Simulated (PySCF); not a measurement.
hydrogen telluride cation (H2Te), SMILES [TeH2] (connectivity only; charge and spin as stated), charge +1, multiplicity 2. Atoms are numbered in the order given.

```xyz
3

Te     0.0000     0.0000    -0.0435
H      0.0000    -1.1829     1.1304
H      0.0000     1.1829     1.1304
```
Charge +1, spin multiplicity 2.

Geometry: PBE0-D3(BJ)/def2-TZVPD. The spin state was assumed, not searched. The def2 effective core potentials stand for the cores of Te; spin–orbit coupling is left out.

All values below come from TDA-PBE/def2-TZVPD run with PySCF 2.14.0.

Vertical excitations. Isolated molecule, no solvent.

Computed UV-visible absorptions:
```tsv
state	energy (eV)	λ (nm)	f	main pairs
root 1	3.08	403	0.004	β HOMO→LUMO 99 %
root 2	4.21	295	0.000	β HOMO−1→LUMO 97 %
root 3	5.59	222	0.000	α HOMO→LUMO 97 %
root 4	6.50	191	0.000	α HOMO−1→LUMO 45 %, β HOMO→LUMO+1 52 %
root 5	6.62	187	0.000	α HOMO→LUMO+1 98 %
root 6	7.24	171	0.000	α HOMO−2→LUMO 28 %, α HOMO−1→LUMO+1 21 %, β HOMO−1→LUMO+1 29 %, β HOMO→LUMO+2 21 %
root 7	8.14	152	0.000	α HOMO−1→LUMO+1 29 %, α HOMO−2→LUMO 22 %, β HOMO→LUMO+2 28 %, β HOMO−1→LUMO+1 21 %
root 8	8.27	150	0.054	α HOMO−1→LUMO 42 %, α HOMO−2→LUMO+1 8 %, α HOMO→LUMO+4 7 %, β HOMO→LUMO+1 34 %, β HOMO−1→LUMO+2 7 %
root 9	8.67	143	0.031	α HOMO−1→LUMO+1 34 %, α HOMO−2→LUMO 15 %, β HOMO→LUMO+2 36 %, β HOMO−1→LUMO+1 15 %
root 10	8.93	139	0.000	α HOMO−2→LUMO+1 52 %, β HOMO−1→LUMO+2 44 %
```
Unrestricted roots are not spin-pure.
